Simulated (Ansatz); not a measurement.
Hg3H12Se3. Charge 0, multiplicity 1. Geometry PBE-D4/def2-SVP.

Cartesian coordinates in Å:
```
Hg 1.766 1.890 -3.017
Hg -3.942 -0.476 0.009
Hg 2.180 -1.417 3.005
Se 2.360 0.283 -0.006
Se -1.059 -1.122 1.814
Se -1.306 0.860 -1.795
H 1.947 0.458 -3.857
H 1.626 3.364 -2.247
H -3.801 -1.931 -0.798
H -4.175 0.967 0.817
H 2.368 -2.883 2.229
H 2.042 0.016 3.850
H 3.497 -0.517 -0.524
H 3.285 1.326 0.502
H -1.400 -2.544 2.062
H -1.636 -0.723 3.121
H -1.762 0.303 -3.092
H -1.991 2.147 -2.073
```

In the def2 sets Hg takes a core potential; there is no spin–orbit coupling. In the singlet geometry the species has come apart into loosely held pieces.

Q: Estimate the orbital energies around the gap (eV) in Ansatz with PBE-D4/def2-SVP, PBE-D4/def2-TZVP, r2SCAN-D4/def2-TZVP, PBE0-D4/def2-SVP, PBE0-D4/def2-TZVP.

A: 
| orbital | PBE-D4/def2-SVP | PBE-D4/def2-TZVP | r2SCAN-D4/def2-TZVP | PBE0-D4/def2-SVP | PBE0-D4/def2-TZVP |
| --- | --- | --- | --- | --- | --- |
| HOMO−9 | -9.23 | -9.25 | -9.58 | -10.51 | -10.50 |
| HOMO−8 | -8.67 | -8.64 | -8.93 | -9.94 | -9.88 |
| HOMO−7 | -8.67 | -8.64 | -8.93 | -9.94 | -9.88 |
| HOMO−6 | -8.32 | -8.26 | -8.53 | -9.53 | -9.44 |
| HOMO−5 | -6.55 | -6.65 | -6.93 | -7.67 | -7.77 |
| HOMO−4 | -6.55 | -6.65 | -6.93 | -7.67 | -7.77 |
| HOMO−3 | -6.53 | -6.63 | -6.92 | -7.65 | -7.75 |
| HOMO−2 | -6.39 | -6.44 | -6.71 | -7.55 | -7.57 |
| HOMO−1 | -6.21 | -6.25 | -6.51 | -7.33 | -7.33 |
| HOMO | -6.21 | -6.25 | -6.51 | -7.33 | -7.33 |
| LUMO | -1.47 | -1.79 | -1.57 | -0.53 | -0.90 |
| LUMO+1 | -1.16 | -1.44 | -1.01 | -0.43 | -0.73 |
| LUMO+2 | -1.09 | -1.38 | -0.99 | -0.43 | -0.73 |
| LUMO+3 | -1.09 | -1.38 | -0.99 | -0.32 | -0.64 |
| LUMO+4 | -1.06 | -1.17 | -0.94 | -0.08 | -0.19 |
| LUMO+5 | -1.06 | -1.17 | -0.94 | -0.08 | -0.19 |
